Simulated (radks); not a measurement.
Q: These are the eigenvalues of the occupied orbitals of an atom or ion with whole-number occupations (hartree). Method: scalar-relativistic Kohn-Sham, LB94 model potential, spin-polarised, spherical densities, finite nucleus; Fermi nuclear charge, rms radius of each element as measured or else 0.836 A^(1/3) + 0.57 fm; computed with a radial shooting solver on a logarithmic mesh with Libxc functionals.

orbital  eigenvalue
1s down   -285.2189
1s up     -285.2167
2s down   -37.37759
2s up     -37.34877
2p down   -32.64573
2p up     -32.62112
3s up      -7.31250
3s down    -7.14501
3p up      -5.94602
3p down    -5.78588
3d up      -3.76099

Which element is it, and in what charge state? The configuration may be excited. Open shells, if any, are filled with parallel spins first.

A: Z = 27, cobalt, charge +5: Co5+ in [Ar] 3d4. The list shows which subshells hold electrons but not how many an open one holds; the 1s level, -285.22 hartree, gives Z - s = 23.9 by -(Z - s)^2/2, which with screening and relativity narrows Z to a few neighbours, and the depths of the outer levels then fix element, charge and occupations together.
